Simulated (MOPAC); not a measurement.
Input for MOPAC: PM7 on LiCl-, 2S+1 = 2, a spin state set in the input, which need not be the lowest, a point of a bond scan (R = 2.088 Å). Charge -1.

```
PM7 1SCF PRECISE CHARGE=-1 UHF MS=0.5 THREADS=1
ClLi

Li     0.00000000 1     0.00000000 1     0.00000000 1
Cl     0.00000000 1     0.00000000 1     2.08823400 1
```

Output:

```
*******************************************************************************
 **                                                                           **
 **                              MOPAC v23.2.5                                **
 **                                                                           **
 *******************************************************************************
 ** MOPAC's Digital Object Identifier: https://doi.org/10.5281/zenodo.6511958 **
 **                                                                           **
 ** Please cite the open-source release paper for use of this MOPAC version:  **
 ** J. E. Moussa and J. J. P. Stewart (2026)                                  **
 ** MOPAC: An open-source semiempirical molecular orbital program             **
 ** J. Open Source Softw., 11(119), 8025, https://doi.org/10.21105/joss.08025 **
 *******************************************************************************

                              PM7 CALCULATION RESULTS

 *******************************************************************************
 *  PM7        - The PM7 Hamiltonian to be used
 *  UHF        - UNRESTRICTED HARTREE-FOCK CALCULATION
 *
 *
 *
 *                 CHARGE ON SYSTEM = -1
 *
 *
 *
 *  MS=        - IN MECI, MAGNETIC COMPONENT OF SPIN =  0.5
 *  PRECISE    - TIGHTER CRITERIA TO BE USED
 *  1SCF       - DO 1 SCF AND THEN STOP
 *  THREADS=1  - MULTI-THREADING NOT USED
 *  T=         - A TIME OF 172800.0 SECONDS REQUESTED
 *  DUMP=N     - RESTART FILE WRITTEN EVERY 7200.0 SECONDS REQUESTED
 *******************************************************************************
PM7 1SCF PRECISE CHARGE=-1 UHF MS=0.5 THREADS=1
 ClLi

   ATOM   CHEMICAL          X               Y               Z
  NUMBER   SYMBOL      (ANGSTROMS)     (ANGSTROMS)     (ANGSTROMS)

     1      Li          0.00000000  *   0.00000000  *   0.00000000  *
     2      Cl          0.00000000  *   0.00000000  *   2.08823400  *



          CARTESIAN COORDINATES

    NO.       ATOM           X           Y           Z

     1        Li          0.0000      0.0000      0.0000
     2        Cl          0.0000      0.0000      2.0882

 General Reference for PM7:
 "Optimization of Parameters for Semiempirical Methods VI: More Modifications to the
 NDDO Approximations and Re-optimization of Parameters", J. J. P. Stewart, J. Mol. Mod., 1:32, 19 (2013)
 https://link.springer.com/article/10.1007/s00894-012-1667-x

           Empirical Formula: Li Cl  =     2 atoms



      MOLECULAR POINT GROUP   :   C*v


          UHF CALCULATION, NO. OF ALPHA ELECTRONS =    5
                           NO. OF BETA  ELECTRONS =    4

 -------------------------------------------------------------------------------
 PM7 1SCF PRECISE CHARGE=-1 UHF MS=0.5 THREADS=1
 ClLi



     1SCF WAS SPECIFIED, SO BFGS WAS NOT USED
     SCF FIELD WAS ACHIEVED


                              PM7 CALCULATION
                                                       MOPAC v23.2.5 Linux




          FINAL HEAT OF FORMATION =        -16.20020 KCAL/MOL =     -67.78164 KJ/MOL


          COSMO AREA              =         81.86 SQUARE ANGSTROMS
          COSMO VOLUME            =         65.12 CUBIC ANGSTROMS

          IONIZATION POTENTIAL    =         -1.170571 EV
          ALPHA SOMO LUMO (EV)    =          1.171 16.424
          BETA  SOMO LUMO (EV)    =         -3.920 10.155
          NO. OF ALPHA ELECTRONS  =          5
          NO. OF BETA  ELECTRONS  =          4
          MOLECULAR WEIGHT        =         42.3930         POINT GROUP:  C*v

          MOLECULAR DIMENSIONS (Angstroms)

            Atom       Atom       Distance
           Cl     2   Li     1     2.08823
           Cl     2   Li     1     0.00000
           Li     1   Cl     2     0.00000


          SCF CALCULATIONS        =          1





   ATOM   CHEMICAL          X               Y               Z
  NUMBER   SYMBOL      (ANGSTROMS)     (ANGSTROMS)     (ANGSTROMS)

     1      Li          0.00000000  *   0.00000000  *   0.00000000  *
     2      Cl          0.00000000  *   0.00000000  *   2.08823400  *

                             CARTESIAN COORDINATES

   1   Li        0.000000000     0.000000000     0.000000000
   2   Cl        0.000000000     0.000000000     2.088234000


           Empirical Formula: Li Cl  =     2 atoms



      MOLECULAR POINT GROUP   :   C*v


          ALPHA EIGENVALUES
 -18.25699  -4.29792  -3.93462  -3.93462   1.17057  16.42420  16.42420  16.47594
  84.70104  84.70104  84.71188  84.71188  84.71509


           BETA EIGENVALUES
 -18.11235  -4.10149  -3.91957  -3.91957  10.15483  19.84545  19.84545  19.89831
  84.70421  84.70421  84.73283  84.73283  84.74221


              NET ATOMIC CHARGES AND DIPOLE CONTRIBUTIONS

  ATOM NO.   TYPE          CHARGE      No. of ELECS.   s-Pop       p-Pop       d-Pop
    1         Li          -0.031176        1.0312     1.02876     0.00241
    2         Cl          -0.968824        7.9688     1.99823     5.97060     0.00000
 DIPOLE           X         Y         Z       TOTAL
 POINT-CHG.     0.000     0.000    -1.329     1.329
 HYBRID         0.000     0.000    -0.023     0.023
 SUM            0.000     0.000    -1.353     1.353


          ATOMIC ORBITAL ELECTRON POPULATIONS

     Atom    s        px        py        pz      x^2-y^2     xz        z^2       yz        xy
    1 Li   1.02876   0.00001   0.00001   0.00240
    2 Cl   1.99823   1.99999   1.99999   1.97061   0.00000   0.00000   0.00000   0.00000   0.00000


                    (SZ)    =    0.500000
                    (S**2)  =    0.750016


          ATOMIC ORBITAL SPIN POPULATIONS

    Atom   Total    s     px     py     pz   x^2-y^2  xz     z^2    yz     xy
         Atomic
    1 Li  0.9695  0.967  0.000  0.000  0.002
    2 Cl  0.0305  0.002 -0.000 -0.000  0.029  0.000 -0.000 -0.000 -0.000  0.000

 **********************
 *                    *
 * JOB ENDED NORMALLY *
 *                    *
 **********************




 == MOPAC DONE ==
```

The run finished.

Cost: very roughly 0.020 core-seconds.
